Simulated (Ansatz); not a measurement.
Compare A (`[CH3][GeH][CH3]`•) with its isomer B (`[CH2][CH2][GeH3]`•).

Calculated with Ansatz (gas phase, PBE0-D4/def2-TZVP geometries, no zero-point term in ΔE). CCSD(T)/CBS is the MP2 limit (def2-TZVPP, def2-QZVPP) plus CCSD(T) − MP2 in def2-TZVPP, frozen cores. Functionals use def2-TZVPP. B3LYP here is the variant with VWN-RPA as its local correlation; programs differ in this. Open shells (•) are unrestricted, without spin–orbit coupling. For Ge outer-core shells are correlated without core-valence functions, which leaves a few kJ/mol of doubt a bond. Scalar relativity is left out up to krypton.

(1) Which isomer does CCSD(T)/CBS put lower? Give the gap. (Estimate.)

(2) Give E(B) − E(A) in kcal/mol with ωB97M-V, B2PLYP, r2SCAN-D4, BLYP-D4, PBE0-D4, PBE-D4, B3LYP-D4. (Estimate.)

(3) Does the order hold for the free energy at 298.15 K (harmonic terms from PBE0-D4)? (Estimate.)

Largest T1 diagnostic: 0.013.

Answers

(1) Computed: A, by 24.1 kcal/mol.

(2) The calculation gave: ωB97M-V 25.3, B2PLYP 24.4, r2SCAN-D4 22.6, BLYP-D4 23.5, PBE0-D4 24.1, PBE-D4 24.5, B3LYP-D4 23.4. None reverses the order clearly.

(3) The calculation gave: Yes: G(B) − G(A) = +20.8 kcal/mol.

Leaving LDA and LC-ωPBE aside and taking each functional with its dispersion term where it has one, the values, not all of them listed here, spread over 4.4 kcal/mol, from B97M-V to ωB97M-V. From BLYP to BHLYP (50 % exact exchange), in def2-TZVPP and without D4, E(B) − E(A) moves by −1.3 kcal/mol.
